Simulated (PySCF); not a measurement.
Where the electron goes

C4H8O4.
Numbering: `[CH3:1][O:2][CH2:3][O:4][C:5](=[O:6])[O:7][CH3:8]` (hydrogens: H9, H10, H11 on C1; H12, H13 on C3; H14, H15, H16 on C8)

Cartesian coordinates in Å at the PBE0-D3(BJ)/def2-SVP level; atoms count from 1:
```xyz
16
C4H8O4 angstrom
C     -2.351    1.723    0.404
O     -2.434    0.336    0.610
C     -1.504   -0.394   -0.062
O     -0.213   -0.124    0.497
C      0.810   -0.683   -0.135
O      0.728   -1.391   -1.104
O      1.934   -0.334    0.478
C      3.119   -0.869   -0.083
H     -1.416    2.139    0.814
H     -2.407    1.972   -0.673
H     -3.204    2.181    0.920
H     -1.740   -1.460    0.071
H     -1.464   -0.156   -1.143
H      3.127   -1.967   -0.012
H      3.216   -0.587   -1.142
H      3.948   -0.449    0.499
```

Method: TDDFT PBE0/def2-SVPD, vertical, gas phase, core orbitals frozen in the response (PySCF 2.14.0, density-fitted response routines).

Kohn–Sham orbitals with the atoms that hold most of them (Löwdin shares over 4%, at most four atoms; ? is withheld):

```tsv
orbital	ε (eV)	atoms
LUMO+2	1.00	C8 18%, C1 16%, H16 8%, H10 7%
LUMO+1	0.92	C5 36%, O6 29%, O7 14%, O4 14%
LUMO	?	C5 20%, C8 13%, C1 10%, C3 9%
HOMO	-8.33	?
HOMO-1	-8.72	?
HOMO-2	-8.94	O4 28%, O7 20%, O2 11%, C3 9%
HOMO-3	-9.14	O6 39%, O7 25%, C5 9%, O4 9%
```

(1) Which atoms hold the HOMO, and with what shares?

(2) Give the leading atoms of the HOMO-1.

(3) What is the LUMO energy, and the HOMO–LUMO gap?

## Answers

(1) O2 (bonded to 2 C) 47%; O6 (bonded to C) 13%; C1 (bonded to O and 3 H) 9%; C3 (bonded to 2 O and 2 H) 6%. By element: oxygen 60% or more, carbon 15% or more.

(2) O6 (bonded to C) 55%; O4 (bonded to 2 C) 12%; O7 (bonded to 2 C) 10%; O2 (bonded to 2 C) 8%.

(3) ε(LUMO) = 0.49 eV; the gap is 8.82 eV (0.3240 hartree).

**Question.** How does S1 compare with the orbital gap of 8.82 eV?

**Answer.** S1 is at 7.09 eV (f = 0.0002), 1.72 eV below the gap, made of HOMO-1→LUMO+1 (69%), HOMO→LUMO+1 (29%). Its leading pair isn't HOMO and LUMO; the energies of that pair differ by 9.64 eV. 

**Question.** Give energy, strength and leading configuration of S2 and S3, and follow the Löwdin shares of the leading atoms from the occupied to the empty orbital.

**Answer.** 
- S2 (7.72 eV, f 0.011), HOMO→LUMO (88%): O2 47% → at most 9%, O6 13% → at most 9%, C5 at most 7% → 20%, C8 at most 7% → 13%
- S3 (8.00 eV, f 0.019), HOMO-1→LUMO (82%): O6 55% → at most 9%, O4 12% → at most 9%, C5 at most 8% → 20%, C8 at most 8% → 13%

Löwdin shares depend on the basis, the more so with diffuse functions.

One conformer stands for the species.
